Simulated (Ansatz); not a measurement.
The cation of C₃F₆, SMILES `FC(F)=C(F)C(F)(F)F` at the neutral geometry.

```yaml
crystal:
  periodic: [false, false, false]
  atoms:
    - {symbol: F, position_ang: [1.230090, -1.745115, 0.058498]}
    - {symbol: C, position_ang: [1.081664, -0.650051, -0.627426]}
    - {symbol: F, position_ang: [1.945465, -0.561129, -1.599319]}
    - {symbol: C, position_ang: [0.172624, 0.287968, -0.397082]}
    - {symbol: F, position_ang: [0.135019, 1.361865, -1.182396]}
    - {symbol: C, position_ang: [-0.866373, 0.300901, 0.679276]}
    - {symbol: F, position_ang: [-0.801846, -0.783002, 1.444360]}
    - {symbol: F, position_ang: [-2.090030, 0.367175, 0.147494]}
    - {symbol: F, position_ang: [-0.718216, 1.374987, 1.459594]}
basis:
  gaussian: {orbitals: def2-TZVPP}
total_charge: 1
magnetization: {spin_polarized: true, initial_magnetization: 1}
hamiltonian: {xc: r2scan, dispersion: d4}
```

```sh
$ ansatz run in.yaml --threads 2 --pin off --events-out ev --progress --plain --max-ram 32768MiB --backend cuda --devices 0, --max-vram 18GiB
```

Shortened log:

```
Functional definition: r2SCAN
1476 factors; their error is unknown
mean field evaluation 1: about -19395.0249 eV, gradient 4.8e1 eV
mean field evaluation 2: about -19376.6018 eV, gradient 8.2e1 eV
mean field evaluation 4: about -19400.4706 eV, gradient 6.2e0 eV
mean field evaluation 8: about -19400.6360 eV, gradient 2.2e-1 eV
mean field evaluation 16: about -19400.6077 eV, gradient 3.9e-3 eV
mean field -19400.60771702 eV, -712.9591833963 hartree, gradient 5.8e-5 eV, S^2 0.753806; 0 other end points of the search recorded, 0 dependent functions left out
reference -19400.60772385 eV, -712.9591836474 hartree; 36, 35 occupied and 243, 244 virtual orbitals, 1476 factors
Total energy: -19400.65294879 eV, -712.9608456333 hartree
```

Run time 7 s (2 threads of an AMD EPYC 7R13 on a shared host and a share of an NVIDIA H100 80 GB); peak host memory 0.92 GiB.
